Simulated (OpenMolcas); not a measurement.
**Re4+: input and output**

Input:

```
&GATEWAY
Coord
1

Re 0.0 0.0 0.0
Basis=ANO-RCC-VQZP
Group=XYZ
NoMove
AngMom=0.0 0.0 0.0
AMFI
&SEWARD
&RASSCF
FileOrb=start.orb
Symmetry=1
Spin=4
nActEl=3 0 0
Inactive=15 19
Ras2=5 0
CIRoot=10 10 1
SDav=10
CIMx=300
Iter=120 100
PrWF=0.3
OrbListing=Nothing
MaxOrb=0
Atom
>>> COPY $Project.JobIph JOB001
&RASSCF
FileOrb=start.orb
Symmetry=1
Spin=2
nActEl=3 0 0
Inactive=15 19
Ras2=5 0
CIRoot=40 40 1
SDav=40
CIMx=300
Iter=120 100
PrWF=0.3
OrbListing=Nothing
MaxOrb=0
Atom
>>> COPY $Project.JobIph JOB002
&RASSI
NrOfJobIphs=2 10 28
1 2 3 4 5 6 7 8 9 10
1 2 3 4 5 6 7 8 9 10 11 12 13 14 15 16 17 18 19 20 21 22 23 24 25 26 27
28
IphNames
JOB001
JOB002
EJob
SpinOrbit
DIPRint=1.0
SOCoupling=1000.0
Subsets=2
MEES
Property=10
'ANGMOM' 1 'ANGMOM' 2 'ANGMOM' 3 'MLTPL  1' 1 'MLTPL  1' 2 'MLTPL  1' 3
'AMFI' 1 'AMFI' 2 'AMFI' 3 'MLTPL  2' 6
SOProperty=3
'ANGMOM' 1 'ANGMOM' 2 'ANGMOM' 3
```

Launched by
```bash
OMP_NUM_THREADS=1 MOLCAS_MEM=2252 MOLCAS_PROJECT=a pymolcas a.inp > a.log  # once for each step of the input, in one work folder
```

A driver script runs the steps one by one and writes start.orb anew before each from the orbitals found so far.

Output, cut to the results:

```
--- SEWARD ---
Basis set label: RE.ANO-RCC...9S8P6D4F3G2H.

      Electronic valence basis set:
      ------------------
      Associated Effective Charge  75.000000 au
      Associated Actual Charge     75.000000 au
      Nuclear Model: Point charge

      Shell  nPrim  nBasis  Cartesian Spherical Contaminant
         s      24       9        X
         p      21       8        X
         d      15       6                 X
         f      11       4                 X
         g       4       3                 X
         h       2       2                 X
                  Relativistic Douglas-Kroll-Hess integrals:
                    - DKH order of Hamiltonian: 2
                    - DKH order of Properties : 0
                  Atomic mean-field integrals
--- RASSCF ---
Wave function specifications:
      -----------------------------

      Number of closed shell electrons          68
      Number of electrons in active shells       3
      Max number of holes in RAS1 space          0
      Max nr of electrons in RAS3 space          0
      Number of inactive orbitals               34
      Number of active orbitals                  5
      Number of secondary orbitals             101
      Spin quantum number                      1.5
      State symmetry                             1
Orbital specifications:
      -----------------------

      Symmetry species                           1   2
                                                ag  au
      Frozen orbitals                            0   0
      Inactive orbitals                         15  19
      Active orbitals                            5   0
      RAS1 orbitals                              0   0
      RAS2 orbitals                              5   0
      RAS3 orbitals                              0   0
      Secondary orbitals                        46  55
      Deleted orbitals                           0   0
      Number of basis functions                 66  74
      Number of CSFs                            10
      Number of root(s) required                10
      Iter CI   SX   CI       RASSCF       Energy    max ROT     max BLB   max BLB  Level Ln srch  Step   QN
          iter iter root      energy       change     param      element    value   shift minimum  type update
 Nr of preliminary CI iterations:   1
      Total energies have been shifted. Add               -16000.00 au
        1   1   12    0  -673.12132753    0.00E+00   2.17E-01*  18  21 2  2.45E-01*  0.00   0.00    SX    NO
        2   1   12    0  -673.32161543   -2.00E-01*  1.78E-02   12  34 2 -1.93E-01*  0.00   0.00    SX    NO
        3   1   12    0  -673.32332271   -1.71E-03*  2.08E-02   16  38 2  1.93E-01*  0.00   0.00    SX    NO
        4   1   12    0  -673.32345453   -1.32E-04*  1.94E-02   12  34 2 -1.89E-01*  0.00   0.00    SX    NO
        5   1   12    0  -673.32292618    5.28E-04*  1.23E-02   12  34 2  1.95E-01*  0.00   0.50    SX   YES
        6   1   12    0  -673.34447773   -2.16E-02*  2.69E-03   12  34 2 -5.21E-02*  0.00   0.79    QN   YES
        7   1    9    0  -673.34621853   -1.74E-03* -1.33E-04   10  46 2 -5.21E-04*  0.00   1.00    QN   YES
        8   1    7    0  -673.34621890   -3.66E-07* -3.24E-05   17  23 2  9.33E-05   0.00   1.01    QN   YES
        9   1    5    0  -673.34621891   -1.06E-08* -3.94E-06    9  24 1 -6.44E-06   0.00   0.94    QN   YES
       10   1    3    0  -673.34621891   -8.00E-11   1.27E-07    9  24 1 -8.94E-07   0.00   2.50    QN   YES
      Convergence after 10 iterations
       11   1    3    0  -673.34621891   -6.91E-11   1.27E-07    9  24 1  8.71E-08   0.00   2.50    QN   YES
      Natural orbitals and occupation numbers for root  1
      sym 1:   1.000000   0.907287   0.907287   0.092713   0.092713
      Natural orbitals and occupation numbers for root  2
      sym 1:   0.377734   1.000000   0.622266   0.377734   0.622266
      Natural orbitals and occupation numbers for root  3
      sym 1:   0.117574   1.000000   0.117574   0.882426   0.882426
::    RASSCF root number  1 Total energy: -16673.36355900
::    RASSCF root number  2 Total energy: -16673.36355900
::    RASSCF root number  3 Total energy: -16673.36355900
::    RASSCF root number  4 Total energy: -16673.36355900
::    RASSCF root number  5 Total energy: -16673.36355900
::    RASSCF root number  6 Total energy: -16673.36355900
::    RASSCF root number  7 Total energy: -16673.36355900
::    RASSCF root number  8 Total energy: -16673.30575868
...
--- RASSI ---
SPIN-FREE ENERGIES:
  (Shifted by EMIN (a.u.) =     -16673.3635590021)

 SF State       Relative EMIN(au)   Rel lowest level(eV)    D:o, cm**(-1)      L_eff

     1             0.0000000000        0.0000000000              0.0000         3.0
     2             0.0000000000        0.0000000000              0.0000         3.0
     3             0.0000000000        0.0000000000              0.0000         3.0
     4             0.0000000000        0.0000000000              0.0000         3.0
     5             0.0000000000        0.0000000000              0.0000         3.0
     6             0.0000000000        0.0000000000              0.0000         3.0
     7             0.0000000000        0.0000000000              0.0000         3.0
     8             0.0578003180        1.5728267777          12685.7035         1.0
     9             0.0578003180        1.5728267777          12685.7035         1.0
    10             0.0578003180        1.5728267777          12685.7035         1.0
    11             0.0630758875        1.7163823388          13843.5572         4.0
    12             0.0630758875        1.7163823388          13843.5572         4.0
    13             0.0630758875        1.7163823388          13843.5572         4.0
    14             0.0630758875        1.7163823388          13843.5572         4.0
    15             0.0630758875        1.7163823388          13843.5572         4.0
    16             0.0630758875        1.7163823388          13843.5572         4.0
    17             0.0630758875        1.7163823388          13843.5572         4.0
    18             0.0630758875        1.7163823388          13843.5572         4.0
    19             0.0630758875        1.7163823388          13843.5572         4.0
    20             0.0821874214        2.2364336680          18038.0540         3.9
    21             0.0821874214        2.2364336680          18038.0540         4.8
...
```

Levels above the lowest, from the spin-orbit matrix, grouped by J:

```
Configuration  Term    J  E (cm⁻¹)  Measured (cm⁻¹)      g  Term weight %  Second
          5d³    ⁴F  3/2       0.0              0.0  0.445             90    9 ²D
          5d³    ⁴F  5/2      4484             4853  1.035             97    3 ²D
          5d³    ⁴F  7/2      8993             8973  1.219             94    6 ²G
          5d³    ⁴F  9/2     12146            11914  1.270             75   21 ²G
          5d³    ⁴P  3/2     15212                   1.463             54   32 ²P
          5d³    ⁴P  1/2     16870            14325  2.217             77   23 ²P
          5d³    ²G  7/2     21513            19013  0.908             94    6 ⁴F
          5d³    ²H  9/2     21707            19967  1.038             57   24 ²G
          5d³    ⁴P  5/2     23534            20922  1.572             93    7 ²D
```

Against the 7 measured excited levels shown (the list in Brasseur, Gamrath and Quinet, At. Data Nucl. Data Tables 157, 101636 (2024)) the mean absolute deviation is 1400 cm-1; the largest miss in energy is 5d³ ⁴P_5/2: computed 23534, measured 20922 cm⁻¹ (+12.5 %), and the largest in proportion 5d³ ⁴P_1/2 (+17.8 %).

Some high roots are left out of the spin-orbit mixing, which shifts the levels that they would mix with. Without dynamic correlation excited terms often stand tens of per cent too high (terms of higher spin than the ground term too low), and those without a measured partner can miss by more than the paired ones. Measured partners are found by configuration, term and J. A level has none where our copy of the source lacks it or the pairing is in doubt (some pairs that miss far off the trend of their configuration count as doubtful), and it then counts in no deviation. Only configurations of the active space appear. The first state left out of the spin-orbit step lies near 31000 cm-1 above the lowest spin-free state of the reference (among the parities and spins computed), and the list stops at four fifths of that energy or lower.

The term weight is that of the spin-free term in the level, not the purity of its configuration.
